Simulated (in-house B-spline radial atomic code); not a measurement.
Configurations of neutral arsenic, with energies counted from [Ar] 3d10 4s2 4p3. Method: scalar-relativistic (X2C) TPSS, spin-polarised, spherical fractional occupations, Fermi nucleus of rms radius 4.0968 fm. Calculated with a radial B-spline atomic code at the basis-set limit. Shells without spins written out take the highest spin.

Occupations are held fixed; configurations that lie above the ionisation limit could autoionise.

```
                                               configuration  E - E(ref) (eV)  highest orbital  its <r> (bohr)
             [Ar] 3d10 4s2 4p(1 up, 1 down) 4d(0 up, 1 down)           9.2622          4d down           8.687
                                       [Ar] 3d10 4s1 4p3 4d1            14.95            4d up           7.708
[Ar] 3d10 4s(1 up, 0 down) 4p(0 up, 3 down) 5s(0 up, 1 down)           16.626          5s down           5.989
[Ar] 3d10 4s(0 up, 1 down) 4p(2 up, 1 down) 5d(1 up, 0 down)           19.974            5d up           15.03
                                            [Ar] 3d9 4s2 4p4           40.614          4p down           2.389
                                        [Ar] 3d9 4s2 4p3 4d1           47.911            4d up           7.701
 [Ar] 3d(4 up, 5 down) 4s2 4p(2 up, 1 down) 5f(0 up, 1 down)           51.497          5f down           28.44
```

Problem. Order these further configurations by energy, lowest first.
A. [Ar] 3d10 4s2 4p(2 up, 1 down)
B. [Ne] 3s2 3p5 3d10 4s2 4p3 5s1
C. [Ar] 3d10 4s2 4p2 5s1
D. [Ar] 3d10 4s2 4p2 5p1
E. [Ne] 3s2 3p5 3d10 4s2 4p3 4f1

Solution. A (1.6752 eV), C (6.5215 eV), D (7.6311 eV), B (140.61 eV), E (143.3 eV).

Problem. How far above the reference does [Ar] 3d10 4s2 4p2 4f1 lie?

Solution. 9.0549 eV; its least bound orbital is 4f up with <r> = 16.95 bohr.

Problem. How far above the reference does [Ar] 3d10 4s1 4p3 4f1 lie?

Solution. 15.974 eV; its least bound orbital is 4f up with <r> = 16.93 bohr.

Problem. How far above the reference does [Ar] 3d10 4s2 4p2 5f1 lie?

Solution. 9.3468 eV; its least bound orbital is 5f up with <r> = 28.33 bohr.
